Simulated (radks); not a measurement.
Problem. Excited configurations of Li I: one electron is placed in a higher orbital outside [He]. The ground configuration is [He] 2s1. Method: scalar-relativistic Kohn-Sham, PBE, spin-polarised, spherical densities, point nucleus; open shells are filled with parallel spins first; computed with a radial shooting solver on a logarithmic mesh with Libxc functionals. Excitation = E - E(ground); binding = E(ion) - E, where the ion is the core of charge +1; n* = 1/sqrt(2 binding) in atomic units, and the quantum defect is n - n*.

outer orbital  excitation (eV)  binding (eV)     n*  quantum defect  eigenvalue (eV)  <r> (bohr)
2p                       1.866         3.725  1.911           0.089           -1.775       4.681
5d                       4.911         0.680  4.473           0.527           -0.443       30.95

Estimate the row for 6f.

Solution. excitation (eV) 5.106; binding (eV) 0.484; n* 5.299; quantum defect 0.701; eigenvalue (eV) -0.319; <r> (bohr) 43.18. The Delta-SCF ionisation energy is 5.591 eV (NIST Atomic Spectra Database: 5.392 eV, measured). Self-interaction in the functional shifts the binding energies and quantum defects, so they are the method's values and not measured ones.
